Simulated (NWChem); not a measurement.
System: SnH₃O₃Cl; SMILES [OH][Sn]([OH])([OH])[Cl]

```xyz
8

O     -1.2515    -1.3960     0.8983
Sn     0.0000     0.0000     0.2208
O     -0.5832     1.7819     0.8983
O      1.8348    -0.3858     0.8983
Cl     0.0000     0.0000    -2.1365
H     -0.7254    -2.1784     1.1614
H     -1.5239     1.7174     1.1614
H      2.2492     0.4610     1.1614
```
Atoms are numbered in this order, from 1.

Geometry: optimised at PBE-D3(BJ)/def2-SVP. No frequency run checked for a minimum. def2 effective core potentials on Sn; no spin-orbit coupling.

### Question
List the 6 lowest vertical singlet excitations from PBE/def2-SVP with def2 effective core potentials on Sn, TDA (NWChem).

### Answer
```tsv
state	energy (eV)	oscillator strength	leading excitation (squared amplitude)
S1	4.11	0.001	HOMO → LUMO (0.99)
S2	4.11	0.001	HOMO−1 → LUMO (0.99)
S3	4.69	0.071	HOMO−2 → LUMO (0.93)
S4	4.70	0.015	HOMO−3 → LUMO (0.93)
S5	4.70	0.015	HOMO−4 → LUMO (0.93)
S6	5.91	0.062	HOMO−5 → LUMO (0.76)
```
